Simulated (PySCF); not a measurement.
PySCF input file for C3H8FNSi, SMILES C=C(F)C[SiH2]N, TDDFT-PBE/def2-SVPD. The structure is a stationary point at B3LYP-D3(BJ)/def2-SVP. The structure was generated by enumeration, and PubChem lists no compound with its InChIKey, so it may never have been made. One conformer was computed; it need not be the lowest.

```python
import numpy as np
from pyscf import gto, scf, dft, tdscf

mol = gto.M(
    atom='''
    C     2.44815205    0.16988097    0.73610397
    C     1.31179462    0.34705471    0.06352329
    F     0.70917534    1.56629799    0.10792243
    C     0.52585485   -0.63146570   -0.73599909
    Si   -1.20544896   -0.96837861   -0.01735898
    N    -2.12247751    0.49180638   -0.18337417
    H     2.95265746   -0.79587453    0.71547758
    H     2.88512570    0.98715247    1.31181118
    H     1.07671207   -1.58155742   -0.80632684
    H     0.38053810   -0.24404678   -1.76007793
    H    -1.00557250   -1.48260877    1.37732383
    H    -1.87502328   -2.04595179   -0.80297743
    H    -1.66703105    1.35858296    0.09046322
    H    -3.11116555    0.50945809    0.04788027
    ''',
    basis='def2-SVPD',
    charge=0,
    spin=0,
    max_memory=1600,
    verbose=4,
)
mf = dft.RKS(mol, xc='pbe').density_fit(auxbasis='def2-universal-jkfit')
mf.grids.level = 3
mf.conv_tol = 1e-9
mf.max_cycle = 100
mf.kernel()
mf.grids = dft.Grids(mol).set(level=1).build(with_non0tab=True)  # coarser grid for the response kernel
td = tdscf.TDDFT(mf)
td.singlet = True
td.nstates = 10
td.conv_tol = 1e-4
td.positive_eig_threshold = 1e-6
td.kernel(x0=td.get_init_guess(mf, 15))
td.analyze()
tt = tdscf.TDA(mf)
tt.singlet = False
tt.nstates = 4
tt.conv_tol = 1e-4
tt.positive_eig_threshold = 1e-6
tt.kernel(x0=tt.get_init_guess(mf, 9))
tt.analyze(verbose=3)
```

Log of the run:

```
PySCF version 2.14.0

[INPUT] verbose = 4
[INPUT] num. atoms = 14
[INPUT] num. electrons = 56
[INPUT] charge = 0
[INPUT] spin (= nelec alpha-beta = 2S) = 0
[INPUT] symmetry False subgroup None
[INPUT] Mole.unit = angstrom
[INPUT] Symbol           X                Y                Z      unit          X                Y                Z       unit  Magmom
[INPUT]  1 C      2.448152050000   0.169880970000   0.736103970000 AA    4.626336885793   0.321028507075   1.391034902505 Bohr   0.0
[INPUT]  2 C      1.311794620000   0.347054710000   0.063523290000 AA    2.478932563478   0.655838352140   0.120041620631 Bohr   0.0
[INPUT]  3 F      0.709175340000   1.566297990000   0.107922430000 AA    1.340147166895   2.959874230557   0.203943835398 Bohr   0.0
[INPUT]  4 C      0.525854850000  -0.631465700000  -0.735999090000 AA    0.993721647774  -1.193297230057  -1.390836708029 Bohr   0.0
[INPUT]  5 Si    -1.205448960000  -0.968378610000  -0.017358980000 AA   -2.277968391542  -1.829970357787  -0.032803718002 Bohr   0.0
[INPUT]  6 N     -2.122477510000   0.491806380000  -0.183374170000 AA   -4.010901199449   0.929379364514  -0.346526959619 Bohr   0.0
[INPUT]  7 H      2.952657460000  -0.795874530000   0.715477580000 AA    5.579713939054  -1.503984891217   1.352056674467 Bohr   0.0
[INPUT]  8 H      2.885125700000   0.987152470000   1.311811180000 AA    5.452097407944   1.865447811488   2.478963857343 Bohr   0.0
[INPUT]  9 H      1.076712070000  -1.581557420000  -0.806326840000 AA    2.034690927314  -2.988710374074  -1.523736894486 Bohr   0.0
[INPUT] 10 H      0.380538100000  -0.244046780000  -1.760077930000 AA    0.719112788962  -0.461181575782  -3.326065245591 Bohr   0.0
[INPUT] 11 H     -1.005572500000  -1.482608770000   1.377323830000 AA   -1.900256623394  -2.801724525178   2.602764823537 Bohr   0.0
[INPUT] 12 H     -1.875023280000  -2.045951790000  -0.802977430000 AA   -3.543280476384  -3.866288547164  -1.517407426907 Bohr   0.0
[INPUT] 13 H     -1.667031050000   1.358582960000   0.090463220000 AA   -3.150232125646   2.567349711901   0.170950710146 Bohr   0.0
[INPUT] 14 H     -3.111165550000   0.509458090000   0.047880270000 AA   -5.879250817682   0.962736262044   0.090480597070 Bohr   0.0

nuclear repulsion = 298.700869819535
number of shells = 83
number of NR pGTOs = 275
number of NR cGTOs = 191
basis = def2-SVPD
ecp = {}


******** <class 'pyscf.df.df_jk.DFRKS'> ********
method = DFRKS
initial guess = minao
damping factor = 0
level_shift factor = 0
DIIS = <class 'pyscf.scf.diis.CDIIS'>
diis_start_cycle = 1
diis_space = 8
diis_damp = 0
SCF conv_tol = 1e-09
SCF conv_tol_grad = None
SCF max_cycles = 100
direct_scf = False
XC library pyscf.dft.libxc version 7.1.2
    S. Lehtola, C. Steigemann, M. J. T. Oliveira, and M. A. L. Marques,  SoftwareX 7, 1–5 (2018)
XC functionals = pbe
    J. P. Perdew, K. Burke, and M. Ernzerhof,  Phys. Rev. Lett. 77, 3865 (1996)
    J. P. Perdew, K. Burke, and M. Ernzerhof,  Phys. Rev. Lett. 78, 1396 (1997)
    J. P. Perdew, K. Burke, and M. Ernzerhof,  Phys. Rev. Lett. 77, 3865 (1996)
    J. P. Perdew, K. Burke, and M. Ernzerhof,  Phys. Rev. Lett. 78, 1396 (1997)
radial grids:
    Treutler-Ahlrichs [JCP 102, 346 (1995); DOI:10.1063/1.469408] (M4) radial grids

becke partition: Becke, JCP 88, 2547 (1988); DOI:10.1063/1.454033
pruning grids: <function nwchem_prune>
grids dens level: 3
symmetrized grids: False
atomic radii adjust function: <function treutler_atomic_radii_adjust>
small_rho_cutoff = 0
Set gradient conv threshold to 3.16228e-05
Initial guess from minao.
tot grids = 168168
init E= -562.742266005231
  HOMO = -0.289791604883638  LUMO = -0.0775888940094172  gap/eV = 5.77433
cycle= 1 E= -562.361918880918  delta_E= 0.38  |g|= 0.716  |ddm|= 5.16
  HOMO = -0.120571382511598  LUMO = 0.00453802342684639  gap/eV = 3.40440
cycle= 2 E= -562.097599128948  delta_E= 0.264  |g|= 1.26  |ddm|= 2.96
  HOMO = -0.211531350649079  LUMO = -0.020710615098924  gap/eV = 5.19250
cycle= 3 E= -562.468818813458  delta_E= -0.371  |g|= 0.193  |ddm|= 2.17
  HOMO = -0.220911095221919  LUMO = -0.0331596396960929  gap/eV = 5.10898
cycle= 4 E= -562.478051996878  delta_E= -0.00923  |g|= 0.0678  |ddm|= 0.339
  HOMO = -0.218423227398452  LUMO = -0.031331737503618  gap/eV = 5.09102
cycle= 5 E= -562.478949813133  delta_E= -0.000898  |g|= 0.0349  |ddm|= 0.13
  HOMO = -0.219811413336382  LUMO = -0.0303815657461191  gap/eV = 5.15465
cycle= 6 E= -562.479256566706  delta_E= -0.000307  |g|= 0.00793  |ddm|= 0.0542
  HOMO = -0.219564021820815  LUMO = -0.0304639734969512  gap/eV = 5.14567
cycle= 7 E= -562.479273783052  delta_E= -1.72e-05  |g|= 0.00184  |ddm|= 0.014
  HOMO = -0.219601386438891  LUMO = -0.0305724590663048  gap/eV = 5.14374
cycle= 8 E= -562.479274537226  delta_E= -7.54e-07  |g|= 0.000448  |ddm|= 0.00315
  HOMO = -0.219607176129963  LUMO = -0.0305439653581741  gap/eV = 5.14467
cycle= 9 E= -562.479274585258  delta_E= -4.8e-08  |g|= 0.000151  |ddm|= 0.000987
  HOMO = -0.21960184866999  LUMO = -0.0305402025354171  gap/eV = 5.14463
cycle= 10 E= -562.479274589615  delta_E= -4.36e-09  |g|= 6.88e-05  |ddm|= 0.000281
  HOMO = -0.219606520528033  LUMO = -0.030544840150537  gap/eV = 5.14463
cycle= 11 E= -562.479274590599  delta_E= -9.84e-10  |g|= 1.11e-05  |ddm|= 9.37e-05
  HOMO = -0.219605541538791  LUMO = -0.0305437631908481  gap/eV = 5.14463
Extra cycle  E= -562.479274590566  delta_E= 3.37e-11  |g|= 1.7e-05  |ddm|= 4.55e-05
converged SCF energy = -562.479274590566
tot grids = 52152
Overwritten attributes  positive_eig_threshold  of <class 'pyscf.tdscf.rks.CasidaTDDFT'>


******** <class 'pyscf.tdscf.rks.CasidaTDDFT'> for <class 'pyscf.df.df_jk.DFRKS'> ********
nstates = 10 singlet
deg_eia_thresh = 1.000e-03
wfnsym = None
conv_tol = 0.0001
eigh lindep = 1e-12
eigh level_shift = 0
eigh max_cycle = 100


Excitation energies (eV)
[5.19875699 5.74806979 5.93964729 5.97804795 6.05646378 6.68968754
 6.72401806 6.80752433 6.847914   6.94419048]

** Singlet excitation energies and oscillator strengths **
Excited State   1:      5.19876 eV    238.49 nm  f=0.0064
      27 -> 29        0.36232
      28 -> 29        0.60525
Excited State   2:      5.74807 eV    215.70 nm  f=0.0292
      27 -> 29        0.31783
      27 -> 30       -0.38000
      28 -> 29       -0.18142
      28 -> 30        0.46690
Excited State   3:      5.93965 eV    208.74 nm  f=0.0122
      27 -> 30       -0.41854
      27 -> 31       -0.11445
      28 -> 30       -0.37314
      28 -> 31       -0.40221
Excited State   4:      5.97805 eV    207.40 nm  f=0.0098
      27 -> 30       -0.22865
      27 -> 31       -0.10262
      28 -> 30       -0.30772
      28 -> 31        0.57531
Excited State   5:      6.05646 eV    204.71 nm  f=0.0032
      27 -> 30        0.12095
      27 -> 31       -0.68844
Excited State   6:      6.68969 eV    185.34 nm  f=0.3380
      25 -> 29        0.15576
      27 -> 29       -0.43849
      27 -> 30       -0.29585
      27 -> 38        0.10167
      28 -> 29        0.27303
      28 -> 30        0.17740
      28 -> 32       -0.17649
Excited State   7:      6.72402 eV    184.39 nm  f=0.0361
      28 -> 32        0.68007
Excited State   8:      6.80752 eV    182.13 nm  f=0.0068
      27 -> 32       -0.68523
      28 -> 33       -0.16726
Excited State   9:      6.84791 eV    181.05 nm  f=0.0071
      27 -> 32       -0.16239
      28 -> 33        0.67385
Excited State  10:      6.94419 eV    178.54 nm  f=0.0080
      27 -> 33       -0.69449

** Transition electric dipole moments (AU) **
state          X           Y           Z        Dip. S.      Osc.
  1         0.1672     -0.0779      0.1270      0.0501      0.0064
  2        -0.4156     -0.1192     -0.1431      0.2074      0.0292
  3        -0.2324     -0.0310      0.1707      0.0841      0.0122
  4         0.0016     -0.1870      0.1789      0.0670      0.0098
  5        -0.1372     -0.0219     -0.0495      0.0218      0.0032
  6         1.2990      0.2414      0.5627      2.0624      0.3380
  7         0.2572     -0.1635      0.3552      0.2190      0.0361
  8        -0.1719     -0.0902     -0.0530      0.0405      0.0068
  9        -0.1942      0.0588     -0.0368      0.0425      0.0071
 10         0.0967     -0.0085      0.1946      0.0473      0.0080

** Transition velocity dipole moments (imaginary part, AU) **
state          X           Y           Z        Dip. S.      Osc.
  1         0.0321     -0.0157      0.0227      0.0018      0.0063
  2        -0.0856     -0.0261     -0.0269      0.0087      0.0276
  3        -0.0503     -0.0072      0.0407      0.0042      0.0130
  4         0.0000     -0.0420      0.0436      0.0037      0.0111
  5        -0.0317     -0.0039     -0.0059      0.0011      0.0032
  6         0.3178      0.0584      0.1375      0.1233      0.3344
  7         0.0626     -0.0399      0.0837      0.0125      0.0338
  8        -0.0398     -0.0201     -0.0103      0.0021      0.0056
  9        -0.0550      0.0152     -0.0066      0.0033      0.0087
 10         0.0194     -0.0052      0.0482      0.0027      0.0071

** Transition magnetic dipole moments (imaginary part, AU) **
state          X           Y           Z
  1        -0.3177     -0.1894     -0.1206
  2         0.3148      0.1619      0.3248
  3        -0.4234     -0.5171      0.2649
  4        -0.2836     -0.1543     -0.1709
  5        -0.1193      0.8395      0.2507
  6        -0.1827      0.7002     -0.0097
  7        -0.4221     -0.0902      0.2786
  8         0.4044     -0.3100     -0.1219
  9        -0.2693      0.0589      0.2313
 10         0.3862      0.1846     -0.0808
Overwritten attributes  positive_eig_threshold  of <class 'pyscf.tdscf.rks.TDA'>


******** <class 'pyscf.tdscf.rks.TDA'> for <class 'pyscf.df.df_jk.DFRKS'> ********
nstates = 4 triplet
deg_eia_thresh = 1.000e-03
wfnsym = None
conv_tol = 0.0001
eigh lindep = 1e-12
eigh level_shift = 0
eigh max_cycle = 100


Excitation energies (eV)
[4.35604108 5.13349878 5.63915543 5.78158047]

** Triplet excitation energies and oscillator strengths **
Excited State   1:      4.35604 eV    284.63 nm  f=0.0000
Excited State   2:      5.13350 eV    241.52 nm  f=0.0000
Excited State   3:      5.63916 eV    219.86 nm  f=0.0000
Excited State   4:      5.78158 eV    214.45 nm  f=0.0000
```

The run converged.
